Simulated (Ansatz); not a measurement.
Reaction (homolysis of the Si–Si bond): `O[SiH](Cl)[Si](O)(O)O` → `O[SiH]Cl`• + `O[Si](O)O`•

Calculated with Ansatz (gas phase, PBE0-D4/def2-TZVP geometries, no zero-point term in ΔE). CCSD(T)/CBS is the MP2 limit (def2-TZVPP, def2-QZVPP) plus CCSD(T) − MP2 in def2-TZVPP, frozen cores. Functionals use def2-TZVPP. B3LYP here is the variant with VWN-RPA as its local correlation; programs differ in this. No spin–orbit coupling; open shells (•) take unrestricted orbitals. Each species was taken in one conformer, which may not be the lowest.

CCSD(T)/CBS gives +353.0 kJ/mol.

Another level gave +314.7 kJ/mol. Which?
A. PBE0/def2-TZVPP
B. r2SCAN/def2-TZVPP
C. B3LYP-D4/def2-TZVPP
D. CCSD(T)/def2-TZVPP

B. r2SCAN 314.7, PBE0 323.3, CCSD(T)/def2-TZVPP 344.5, B3LYP-D4 333.0 kJ/mol.

Largest T1 diagnostic among the species: 0.014.

From PBE to PBE0 (25 % exact exchange), in def2-TZVPP and without D4, ΔE moves by +10.9 kJ/mol. In def2-TZVPP, CCSD(T) changes the Hartree–Fock value by +85.5 kJ/mol (the triples alone add +5.2 kJ/mol) and MP2 by +84.1 kJ/mol; breaking electron pairs costs correlation energy, which Hartree–Fock lacks. The D4 term adds +21.3 kJ/mol with B3LYP and +12.1 kJ/mol with PBE0; it sums over pairs of atoms, weighted by their polarisabilities, and B3LYP, whose exchange is more repulsive, gets the larger term.
